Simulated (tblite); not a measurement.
Species: C₄H₁₀O₂SSi.
Numbering: `[CH3:1][C@@H:2]([C:3](=[O:4])[SiH3:5])[S@@:6]([CH3:7])=[O:8]` (hydrogens: H9, H10, H11 on C1; H12 on C2; H13, H14, H15 on Si5; H16, H17, H18 on C7)

The geometry is computed with GFN2-xTB (gas phase).

(1) Give the optimised bond lengths and angles.

## Answers

(1) 
| bond | length (bohr) | order |
| --- | --- | --- |
| C1–C2 | 2.863 | single |
| C2–C3 | 2.825 | single |
| C3=O4 | 2.302 | double |
| C3–Si5 | 3.634 | single |
| C2–S6 | 3.580 | single |
| S6–C7 | 3.474 | single |
| S6=O8 | 2.762 | double |
| C1–H9, C1–H10, C1–H11 | 2.056 | single |
| C2–H12 | 2.065 | single |
| Si5–H13 | 2.774 | single |
| Si5–H14, Si5–H15 | 2.753 | single |
| C7–H16, C7–H17, C7–H18 | 2.050 | single |

Bonds in one row agree within 0.02 bohr and their mean is given. Orders are formal, as drawn. A selection of angles:
| angle | degrees |
| --- | --- |
| C1–C2–C3 | 115.6 |
| C1–C2–S6 | 106.2 |
| C3–C2–S6 | 106.4 |
| C2–C3–O4 | 119.7 |
| C2–C3–Si5 | 120.8 |
| O4–C3–Si5 | 119.4 |
| C2–S6–C7 | 97.4 |
| C2–S6–O8 | 106.5 |
| C7–S6–O8 | 107.0 |

Torsions: C1–C2–C3–O4 -154° (antiperiplanar); C1–C2–S6–C7 172° (antiperiplanar).

Si5 (SiH3 silicon) is distorted tetrahedral (angles from 105.2° to 113.4°). The C–C distances run from 1.495 Å (C2–C3, drawn single) to 1.515 Å (C1–C2, drawn single), a spread of 0.020 Å. S6 (sulfinyl sulfur) is pyramidal (angles 107.0°, 106.5° and 97.4°, sum 310.9°, 0.71 Å off the plane of its three neighbours). Of the pairs four or more bonds apart, O4···H17 is among the closest relative to their van der Waals radii: 2.18 Å, 80 % of the sum of Bondi's values. The 2 C–S bonds span 1.838 Å (S6–C7, drawn single) to 1.895 Å (C2–S6, drawn single), a spread of 0.057 Å.

Point group: C1 (no symmetry element, even within 0.4 Å). Its GFN2-xTB frequencies are all real (lowest 56 cm⁻¹). The numbers are those of one conformer. 3 starts were optimised and ended at 0.00, 0.49 and 0.72 kcal/mol (GFN2-xTB); the lowest of these is shown.
